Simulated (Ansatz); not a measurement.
```yaml
crystal:
  periodic: [false, false, false]
  atoms:
    - {symbol: B, position_ang: [-0.654561, 0.819084, -0.198703]}
    - {symbol: C, position_ang: [0.512620, -0.121594, -0.333487]}
    - {symbol: C, position_ang: [0.559495, -1.119069, 0.537767]}
    - {symbol: O, position_ang: [0.560963, -1.966090, 1.310257]}
    - {symbol: H, position_ang: [-0.756510, 1.739612, -0.952762]}
    - {symbol: H, position_ang: [-1.468882, 0.640166, 0.658296]}
    - {symbol: H, position_ang: [1.307976, -0.060108, -1.067066]}
basis:
  gaussian: {orbitals: cc-pVDZ}
hamiltonian: {xc: {name: HF}}
correlation: {method: mp2, frozen_orbitals: {B: 0}}
```

```sh
$ ansatz run in.yaml --threads 2 --pin off --events-out ev --progress --plain --max-ram 4352MiB
```

It prints (some lines left out):

```
Functional definition: HF
Error: "frozen_orbitals" has no count for C
```

In this input frozen orbitals are typed for one element alone, and the program wants a count for each. The input was rejected before any iteration.
